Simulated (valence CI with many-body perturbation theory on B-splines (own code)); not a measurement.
Hyperfine factors and g values of Ce XXXVII

Calculated by relativistic CI+MBPT: four valence electrons over a frozen Dirac-Fock core [Ar], radial functions for each j: 9 s, 9 p, 10 d, 8 f, 5 g, 3 h, 1 i, with the one-electron correlation potential Σ1, the two-electron term Σ2, the three-electron term Σ3, Breit, model QED; selected CI, second order for the rest (own B-spline code, finite nucleus).

The last digits are not significant, and no measured levels were compared; by estimate large intervals hold to a few tenths of a per cent, small ones and those within an open d or f shell to about a per cent. Only levels of the ground parity were solved; by the run's estimate the other parity begins above the list, which can be wrong where configurations are misplaced.

A/g_I is the dipole constant over the nuclear g factor μ/I (μ in nuclear magnetons, uniformly magnetised nucleus), B/Q the quadrupole constant per barn. Both hold the static response of the core; the bare values leave it out. Large factors of s and p1/2 electrons are usually good to 5 to 10 %; those of open d and f shells near neutrality can be off by tens of per cent, and small factors of p3/2, d and f electrons come from cancelling terms and can be off by a factor of two or in sign, in half-filled shells by more. B is blank for J = 1/2, where it vanishes, and for nearly pure S terms. Energies count from the lowest level. Levels with J = 0 are left out.

Levels are named by their leading jj configuration (3d3/2^4 stands for four electrons in 3d with j = 3/2), which in mixed levels can hold well under half, so a name can repeat and another be missing. Letters in brackets count levels of one name in rising energy.

```
                    Level  E (cm⁻¹)      g  A/g_I (MHz)  A/g_I bare  B/Q (MHz/b)  B/Q bare
      (3d3/2^3 3d5/2) J=1    129070  1.494        -1650        -875         8910      9050
      (3d3/2^3 3d5/2) J=2    192990  1.341        12500       13000        13500     13800
      (3d3/2^3 3d5/2) J=4    202130  1.121        24400       24600        -1310     -1380
      (3d3/2^3 3d5/2) J=3    219010  1.249        19600       20000         6930      7040
(3d3/2^2 3d5/2^2) J=4 [a]    328750  1.151        20300       20500        -8620     -8790
(3d3/2^2 3d5/2^2) J=2 [a]    338790  1.063        14800       15000        16100     16400
(3d3/2^2 3d5/2^2) J=3 [a]    345040  1.066        19900       20000         4180      4250
    (3d3/2^2 3d5/2^2) J=5    369210  1.078        23200       23300        21100     21400
    (3d3/2^2 3d5/2^2) J=1    383920  1.203        23600       23900          860       860
    (3d3/2^2 3d5/2^2) J=6    386730  1.086        24300       24500        24500     24900
(3d3/2^2 3d5/2^2) J=4 [b]    412990  1.028        26400       26500        -9240     -9380
(3d3/2^2 3d5/2^2) J=3 [b]    419950  1.131        24700       25000         8300      8440
(3d3/2^2 3d5/2^2) J=2 [b]    421530  1.128        22200       22400         6190      6290
(3d3/2^2 3d5/2^2) J=2 [c]    488800  1.024        31400       31500         -582      -604
  (3d3/2 3d5/2^3) J=4 [a]    492000  1.213        17100       17400        14400     14600
  (3d3/2 3d5/2^3) J=3 [a]    529660  1.122        15700       15900          929       957
(3d3/2^2 3d5/2^2) J=4 [c]    552080  1.109        18900       19100        11200     11400
      (3d3/2 3d5/2^3) J=5    557730  1.143        20100       20300       -13800    -14000
  (3d3/2 3d5/2^3) J=1 [a]    559250  0.835        26600       26500        10500     10700
      (3d3/2 3d5/2^3) J=6    565840  1.068        23100       23200        28700     29200
(3d3/2^2 3d5/2^2) J=2 [d]    575400  1.306        17700       18100        -7200     -7300
  (3d3/2 3d5/2^3) J=2 [a]    614420  1.001        26600       26700        21200     21500
  (3d3/2 3d5/2^3) J=3 [b]    622420  1.086        22100       22200        11700     11900
  (3d3/2 3d5/2^3) J=3 [c]    702870  1.059        24700       24900        32200     32800
  (3d3/2 3d5/2^3) J=1 [b]    707270  1.445         4860        5560       -14300    -14500
  (3d3/2 3d5/2^3) J=4 [b]    711380  1.032        24500       24600        25900     26400
  (3d3/2 3d5/2^3) J=2 [b]    729390  1.076        23600       23700       -17000    -17300
            (3d5/2^4) J=4    759040  1.153        17800       18100       -25400    -25800
            (3d5/2^4) J=2    846030  1.013        20100       20200        -3190     -3240
```
